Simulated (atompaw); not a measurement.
**Reading a pseudo-wave (S (Z = 16))**

Columns: radius, all-electron u(r) and pseudo u(r) of the 3s shell (level -39.18 eV) of sulfur in the configuration [Ne] 3s2 3p2; PBEsol, non-relativistic, PAW (atompaw) scheme, atompaw 4.2.0.5.

```csv
r (bohr),all-electron,pseudo
0.056,0.2326,0.0415
0.112,0.0721,0.0834
0.167,-0.1479,0.1250
0.223,-0.3219,0.1682
0.279,-0.4171,0.2123
0.335,-0.4381,0.2573
0.390,-0.4014,0.3025
0.446,-0.3225,0.3492
0.502,-0.2167,0.3966
0.558,-0.0962,0.4442
0.613,0.0276,0.4909
0.669,0.1525,0.5380
0.725,0.2716,0.5843
0.781,0.3818,0.6291
0.837,0.4814,0.6719
0.892,0.5678,0.7115
0.948,0.6441,0.7486
1.004,0.7087,0.7820
1.060,0.7620,0.8110
1.115,0.8038,0.8348
1.171,0.8363,0.8542
1.227,0.8596,0.8686
1.283,0.8744,0.8781
1.338,0.8817,0.8827
1.394,0.8824,0.8825
1.450,0.8773,0.8773
```

(1) How many radial nodes do the two functions have?

(2) Is the pseudo-wave norm-conserving?

## Answers

(1) The all-electron 3s function has n − l − 1 = 2; the pseudo-wave has 0, since the states of the same l below it are removed with the core.

(2) No, it belongs to a PAW set: the norm inside the radius is not constrained, and the difference is carried by the augmentation charge.
